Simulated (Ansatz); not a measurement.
```yaml
crystal:
  periodic: [false, false, false]
  atoms:
    - {symbol: C, position_ang: [1.001518, -1.432378, -0.094990]}
    - {symbol: C, position_ang: [0.168949, -0.171763, -0.003475]}
    - {symbol: N, position_ang: [-0.388525, 0.349577, -1.039542]}
    - {symbol: C, position_ang: [-0.280769, -0.204573, -2.368883]}
    - {symbol: In, position_ang: [-1.362218, 1.865099, 0.123242]}
    - {symbol: Cl, position_ang: [-3.559195, 1.733180, 0.459771]}
    - {symbol: Cl, position_ang: [-0.550606, 4.000526, -0.080349]}
    - {symbol: N, position_ang: [-0.055228, 0.441876, 1.127217]}
    - {symbol: C, position_ang: [0.437381, 0.038424, 2.442726]}
    - {symbol: H, position_ang: [0.502329, -2.216683, -0.512958]}
    - {symbol: H, position_ang: [1.862286, -1.223248, -0.769655]}
    - {symbol: H, position_ang: [1.422832, -1.735033, 0.875784]}
    - {symbol: H, position_ang: [0.732119, -0.225306, -2.723630]}
    - {symbol: H, position_ang: [-0.870983, 0.428545, -3.101816]}
    - {symbol: H, position_ang: [-0.649021, -1.255732, -2.523273]}
    - {symbol: H, position_ang: [0.145037, -0.938317, 2.673163]}
    - {symbol: H, position_ang: [1.507810, 0.086220, 2.416759]}
    - {symbol: H, position_ang: [0.054539, 0.712430, 3.152315]}
basis:
  gaussian: {orbitals: LANL2DZ, final_grid: {core_spheres: 5, valence_spheres: 4, degree: 11}}
hamiltonian: {xc: {name: PBE-QIDH}}
```

```sh
$ ansatz run in.yaml --threads 4 --pin off --events-out ev --progress --plain --max-ram 46080MiB --backend cpu
```

(1) How does Ansatz answer? (Best estimate.)

Results:

(1) Computed: The input was rejected before any iteration.
```
Error: <dir> can't be read: No such file or directory (os error 2)
```
